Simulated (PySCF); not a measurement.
Molecular orbitals of GePb

PBE at R = 2.653 Å; Ge cc-pVDZ-PP with ECP10, Pb cc-pVDZ-PP with ECP60; scalar-relativistic core potentials (PySCF 2.14). State: ³Σ⁻ (triplet), unpaired electrons π ↑↑. Only the outer orbitals are listed, counted within each symmetry, core potentials removing the inner ones.

```csv
spin,orbital,occ.,ε (eV),on Ge (%),main shells (%)
α,7σ,1,-13.20,40,"58 Pb s, 37 Ge s"
α,8σ,1,-10.51,59,"57 Ge s, 38 Pb s"
α,5π,1,-4.81,53,"52 Ge p, 46 Pb p"
α,5π,1,-4.81,53,"52 Ge p, 46 Pb p"
α,9σ,1,-4.56,53,"49 Ge p, 44 Pb p"
α,6π,0,-2.76,47,"53 Pb p, 46 Ge p"
α,6π,0,-2.76,47,"53 Pb p, 46 Ge p"
α,10σ,0,-0.08,41,"61 Pb p, 46 Ge p"
β,7σ,1,-12.55,35,"64 Pb s, 32 Ge s"
β,8σ,1,-9.87,63,"62 Ge s, 32 Pb s"
β,9σ,1,-4.17,53,"49 Ge p, 45 Pb p"
β,5π,0,-3.84,45,"55 Pb p, 44 Ge p"
β,5π,0,-3.84,45,"55 Pb p, 44 Ge p"
β,6π,0,-1.91,55,"54 Ge p, 44 Pb p"
```

Task: Which are the highest filled and the lowest empty level, where do they sit, and how wide is the gap?

Result: Highest filled β 9σ at -4.17 eV (in %: 49 Ge p, 45 Pb p); lowest empty β 5π at -3.84 eV (in %: 55 Pb p, 44 Ge p); the gap at PBE is 0.33 eV.

The bond order (Mayer) is 1.98, the ⟨S²⟩ is 2.002 and the charge on Ge (Mulliken, basis-dependent) is -0.09. The charge on Ge (Löwdin, basis-dependent) is -0.11. The dipole moment (positive dipole means Ge(−)Pb(+)) is 0.98 D. The polarisability along the bond is 157.1 bohr³ and the polarisability across the bond is 49.7 bohr³.

Spin–orbit coupling is left out, which matters for elements this heavy, above all for dissociation energies. The state is the lowest determinant that a PBE0 search found; another state may lie lower at other levels.
